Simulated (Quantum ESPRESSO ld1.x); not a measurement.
The run below uses ld1.x (Quantum ESPRESSO 7.5).

```
 &input
    atom='Ta',
    iswitch=1,
    rel=1,
    lsd=1,
    dft='PZ',
    config='[Ne] 3s1',
    verbosity='high',
    prefix='ld1',
    max_out_wfc=37,
    file_charge='ld1.rho',
 /
```

Command: `OMP_NUM_THREADS=1 ld1.x < ld1.in > ld1.out`

It prints:

```
     Program LD1 v.7.5 starts

     --------------------------- All-electron run ----------------------------

     scalar relativistic calculation

     atomic number is 73.00
     dft =PZ   lsd =1 sic =0 latt =0  beta=0.20 tr2=1.0E-14
     Exchange-correlation= PZ
                           (   1   1   0   0   0   0   0)
     mesh =2113 r(mesh) = 100.03704 a.u. xmin = -8.00 dx = 0.00800
     1 Ry =  13.60569312 eV, c = 137.03599908

     n l     nl                  e(Ry)          e(Ha)          e(eV)
     1 0     1S 1( 1.00)   -5338.640057710   -2669.320028855 -72635.8983193
     2 0     2S 1( 1.00)   -1219.079141768    -609.539570884 -16586.4166955
     2 1     2P 1( 3.00)   -1117.661981725    -558.830990863 -15206.5659386
     3 0     3S 1( 1.00)    -504.651515864    -252.325757932  -6866.1336589
     1 0     1S 2( 1.00)   -5338.275148624   -2669.137574312 -72630.9334783
     2 0     2S 2( 1.00)   -1218.706857195    -609.353428597 -16581.3515059
     2 1     2P 2( 3.00)   -1117.326392493    -558.663196246 -15202.0000145
     3 0     3S 2( 0.00)    -502.350079350    -251.175039675  -6834.8210199

     final scf error:  8.4E-15 reached in  11 iterations

     Etot =  -21951.985184 Ry,  -10975.992592 Ha, -298671.973851 eV
     Total magnetization:    1.00 Bohr mag.

     Ekin =   24811.488298 Ry,   12405.744149 Ha,  337577.495708 eV
     Encl =  -48218.723611 Ry,  -24109.361806 Ha, -656049.156240 eV
     Eh   =    1712.670368 Ry,     856.335184 Ha,   23302.067442 eV
     Exc  =    -257.420238 Ry,    -128.710119 Ha,   -3502.380760 eV

     normalization and overlap integrals

     s(1S/1S) =  1.000000  <r> =   0.0187  <r2> =    0.0005  r(max) =   0.0117
     s(1S/2S) = -0.031436
     s(1S/3S) = -0.015150
     s(2S/2S) =  1.000000  <r> =   0.0778  <r2> =    0.0071  r(max) =   0.0662
     s(2S/3S) = -0.009763
     s(2P/2P) =  1.000000  <r> =   0.0693  <r2> =    0.0058  r(max) =   0.0542
     s(3S/3S) =  1.000000  <r> =   0.1859  <r2> =    0.0394  r(max) =   0.1772
     s(1S/1S) =  1.000000  <r> =   0.0187  <r2> =    0.0005  r(max) =   0.0117
     s(1S/2S) = -0.031440
     s(1S/3S) = -0.015167
     s(2S/2S) =  1.000000  <r> =   0.0778  <r2> =    0.0071  r(max) =   0.0662
     s(2S/3S) = -0.009776
     s(2P/2P) =  1.000000  <r> =   0.0693  <r2> =    0.0058  r(max) =   0.0542
     s(3S/3S) =  1.000000  <r> =   0.1858  <r2> =    0.0394  r(max) =   0.1772

     ------------------------ End of All-electron run ------------------------
```

Run on one thread of a shared host, so times are rough (Intel(R) Xeon(R) Processor @ 2.60GHz): 0.35 s of CPU time, 1.5 s wall, 11 iterations on 2113 mesh points.
